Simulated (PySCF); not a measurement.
ZnCl2, SMILES [Cl][Zn][Cl]. Atoms are numbered in the order given.

```xyz
3

Zn     0.0000     0.0000     0.0000
Cl     0.0000     0.0000    -2.0905
Cl     0.0000     0.0000     2.0905
```

Geometry optimised at PBE-D3(BJ)/def2-TZVP. The isomer is the one that the SMILES or the coordinates give; other isomers of the formula were not compared.

Two levels are set side by side: PBE/pcSseg-2 (PySCF) and B3LYP/pcSseg-2 (PySCF). GIAO shifts against HCl (³⁵Cl) at the same level; non-relativistic, no solvent, atoms listed together averaged. Without spin–orbit terms, shifts of atoms bonded to Cl or Br come out too high at both levels. Differences are taken from unrounded values.

| quantity | PBE |
|---|---|
| δ(³⁵Cl) of Cl2, Cl3 (ppm) | -40.6 |

### Question
These are the PBE values. What does B3LYP give? (The exact figures need the calculation; the answer reports its results.)

### Answer

| quantity | B3LYP | PBE minus B3LYP |
|---|---|---|
| δ(³⁵Cl) of Cl2, Cl3 (ppm) | -72.6 | 32.0 |

Rough cost on one machine, each run with all the roots and properties that it gave: B3LYP against PBE within a factor of 2.
